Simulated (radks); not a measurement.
Values are calculated unless marked as measured or tabulated.
Tl LXXVII, 5 electrons, occupied as [He] 2s2 2p1 (the NIST ground configuration). Level of theory: non-relativistic Kohn-Sham, LDA (Slater exchange, Perdew-Wang correlation), spin-unpolarised, spherical densities, point nucleus; relativity is left out, which matters for an element this heavy (a radial shooting solver on a logarithmic mesh with Libxc functionals).

Radial electron density D(r) = 4 pi r^2 rho(r):

| r (bohr) | D(r) (e/bohr) |
|---|---|
| 0.001063 | 4.475 |
| 0.001319 | 6.612 |
| 0.001637 | 9.672 |
| 0.002031 | 13.97 |
| 0.002521 | 19.88 |
| 0.003129 | 27.73 |
| 0.003883 | 37.78 |
| 0.004819 | 49.95 |
| 0.005981 | 63.63 |
| 0.007423 | 77.40 |
| 0.009213 | 88.89 |
| 0.01134 | 94.94 |
| 0.01408 | 93.32 |
| 0.01747 | 82.66 |
| 0.02169 | 65.45 |
| 0.02691 | 47.88 |
| 0.0334 | 37.24 |
| 0.04146 | 36.84 |
| 0.05145 | 42.37 |
| 0.06386 | 44.32 |
| 0.07925 | 36.40 |
| 0.09836 | 21.71 |
| 0.1221 | 8.795 |
| 0.1503 | 2.370 |
| 0.1865 | 0.3479 |
| 0.2315 | 0.02551 |
| 0.2873 | 0.0007960 |

D(r) has 2 maxima, at r = 0.0122, 0.0604 bohr, and minima at 0.0374 bohr, inside which lie 2.19 electrons.
